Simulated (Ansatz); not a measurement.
Cartesian coordinates in Å:
```
Cl 2.191 -1.497 1.573
In 2.160 -0.981 -0.852
C -1.095 0.675 -0.428
N -0.087 0.046 -0.011
H -1.922 0.987 0.214
H -1.162 0.931 -1.486
H -0.087 -0.161 0.989
```

The species carries charge 0 and has multiplicity 1. In: def2 effective core potential. The bonds changed during the relaxation, so this is another structure than the one it started from.

**Question.** List the ωB97M-V/def2-TZVPP orbital energies in eV (Ansatz). (Best estimate.)

**Answer.** Ansatz gave: Occupied: -2769.89, -395.77, -283.83, -260.27, -197.69, -197.64, -197.64, -130.49, -86.83, -86.76, -86.64, -29.24, -23.85, -23.24, -23.23, -23.13, -23.09, -22.57, -21.10, -17.71, -16.03, -13.13, -12.79, -11.05, -9.94, -9.93, -8.42. Lowest empty: 0.07, 0.86, 0.90, 1.51, 2.72, 3.23, 3.43, 3.88.
